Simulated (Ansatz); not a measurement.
Reaction (substitution at a C–O bond): `C[O][Sn][NH2]` + `[GeH3][TeH]` → `C[Te][GeH3]` + `[NH2][Sn][OH]`

Computed with Ansatz on PBE0-D4/def2-TZVP structures; ΔE is electronic, products minus reactants. CCSD(T)/CBS adds triple-zeta CCSD(T) − MP2 to the extrapolated MP2 energy (def2 sets, frozen cores). DFT in def2-TZVPP. HSE06 is defined as in plane-wave codes. def2 core potentials past Kr. For Ge, Sn, Te outer-core shells are correlated without core-valence functions, which leaves a few kJ/mol of doubt a bond. Scalar relativity is left out up to krypton. Each species was taken in one conformer, which may not be the lowest.

`C[O][Sn][NH2]`:

Z-matrix (Å, degrees):
```
C
O 1 1.397
H 1 1.100 2 112.4
H 1 1.095 2 109.1 3 -119.1
H 1 1.100 2 112.4 3 121.8
Sn 2 1.984 1 126.2 3 -60.9
N 6 2.019 2 96.0 1 -0.0
H 7 1.009 6 125.6 2 -0.0
H 7 1.008 6 123.3 2 -179.9
```

`[GeH3][TeH]`:

Cartesian coordinates in Å:
```
Ge -0.091 0.280 -0.598
Te 0.684 0.127 1.835
H -1.616 0.137 -0.690
H 0.339 1.675 -1.071
H 0.589 -0.802 -1.450
H 0.095 -1.417 1.974
```

`C[Te][GeH3]`:

```xyz
9

C    -0.532    0.665    1.524
Te   -0.869   -1.236    0.579
Ge    0.511   -0.662   -1.483
H     0.532    0.806    1.698
H    -1.061    0.637    2.475
H    -0.934    1.461    0.902
H     0.471   -1.884   -2.411
H     1.964   -0.350   -1.085
H    -0.082    0.563   -2.200
```

`[NH2][Sn][OH]`:

Cartesian coordinates in Å:
```
N -0.265 0.795 -0.651
Sn 1.451 -0.127 -0.111
O 0.627 -1.424 1.143
H -0.296 1.558 -1.309
H -1.192 0.572 -0.319
H -0.326 -1.374 1.247
```

```csv
species,HSE06 energy (Eh)
`C[O][Sn][NH2]`,-385.29653
`[GeH3][TeH]`,-2347.18374
`C[Te][GeH3]`,-2386.46088
`[NH2][Sn][OH]`,-346.04062
```

(1) Work out ΔE.

Largest T1 diagnostic among the species: 0.017.

Results:

(1) ΔE = (-2386.46088) + (-346.04062) − (-385.29653) − (-2347.18374) = -0.02123 Eh = -55.7 kJ/mol. CCSD(T)/CBS gives -63.5 kJ/mol.

At CCSD(T), def2-SVP lies +35.1 kJ/mol from the extrapolated value and def2-TZVPP +6.8 kJ/mol. In def2-TZVPP, CCSD(T) changes the Hartree–Fock value by −10.9 kJ/mol (the triples alone add −1.4 kJ/mol) and MP2 by −20.5 kJ/mol.
